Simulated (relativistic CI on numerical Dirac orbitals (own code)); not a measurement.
Nb+: L-alpha,beta X-ray emission

Computed with this model: Dirac-Coulomb-Breit CI, orbitals from a KLI potential per configuration, a model potential for QED, valence Slater integrals scaled by 0.8, multiplet model of X-ray emission after core ionisation; configurations [Kr] 4d4 → [He] 2s2 2p5 3s2 3p6 3d10 4s2 4p6 4d4 → [Ar] 3d9 4s2 4p6 4d4; 300 K; Lorentzian 2 eV and Gaussian 0.6 eV FWHM. Energies are those of the free ion, without screening or charge transfer. S is read from ⟨S²⟩ = S(S + 1).

free ion: ground-state S = 2.00, centroid 2198.02 eV. Peaks (eV, height): 2167.2 (100), 2259.0 (47).

Strongest unbroadened transitions for free ion:

```csv
Energy (eV),Relative strength
2166.91,30.5
2166.92,28.4
2166.96,34.9
2167.01,15.9
2167.05,29.5
2167.09,14.9
2167.18,16.5
2167.23,100.0
2167.27,90.1
2167.28,27.6
2167.30,37.7
2167.33,13.5
2167.34,26.1
2167.35,26.0
2167.59,13.8
2167.60,14.6
2259.10,14.1
2259.16,18.7
```
